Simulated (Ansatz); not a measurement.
Basis-set extrapolation for `FC1(F)CC[SiH2]1` (PBE0-D4/def2-TZVP geometry, frozen core, Ansatz 0.2.0). Multiplicity 1, RHF reference.

|  | def2-TZVPP | def2-QZVPP |
| --- | --- | --- |
| HF | -605.018900 | -605.041560 |
| MP2 correlation | -1.116412 | -1.206208 |
| CCSD(T) correlation | -1.199725 | not run |

Energies in hartree. Use E(X) = E(∞) + A·exp(−7.88·√X) for Hartree–Fock and E(X) = E(∞) + B·X^(−2.97) for correlation, with X = 3 and 4, and add CCSD(T) minus MP2 of the smaller set to the MP2 limit.

Question: What is the CCSD(T) energy at the basis-set limit?

Answer: HF limit: -605.041560 + (-0.022660) × 0.13774 = -605.04468. MP2 limit: -1.206208 + (-0.089796) × 0.74074 = -1.27272. Higher-order term: -1.199725 − (-1.116412) = -0.08331. Total: -606.40071 hartree, 478.1 kJ/mol below CCSD(T)/def2-TZVPP.
